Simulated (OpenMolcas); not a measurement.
Ag2+ with its 8 nearest fluoride ions, on the Sr site of SrF2 (a = 5.796 Å, distance in the model lattice 2.510 Å). The rest of the host is ab initio model potentials to 7.6 Å and point charges beyond; the distance is set by hand and nothing relaxes. Ligand basis ANO-RCC-VDZP.

```
Program             : OpenMolcas
Method              : CASSCF
Basis               : ANO-RCC-VTZP [7s6p4d2f1g]
Scalar Hamiltonian  : DKH2, point nucleus
Active space        : 9 electrons in 5 orbitals (4d)
State averaging     : 2S+1 = 2 even, 5 roots
Spin-orbit coupling : state interaction with AMFI integrals over the reference wave functions
```

All ligands move together. At R = 2.38 Å |10Dq| is 4666 cm-1, and at R = 2.51 Å it is 3459 cm-1.

Task: A third run gives 4190 cm-1. What distance was it run at?

Result: With a power law R^-n the two known points give n = -ln(3459 / 4666) / ln(2.51 / 2.38) = 5.63. Then R = 2.38 × (4666 / 4190)^(1/5.63) = 2.426 Å. The run was at 2.425 Å, so the estimate is off by +0.001 Å.

An orbital triplet at a regular site is open to Jahn-Teller coupling, which can distort the site and quench the lowest spin-orbit gaps and is left out. With metal d orbitals alone the field can be off either way by tens of per cent. Ligand-to-metal charge-transfer states are missing. No measured value stands beside these numbers; the geometry was set by hand and not optimised.
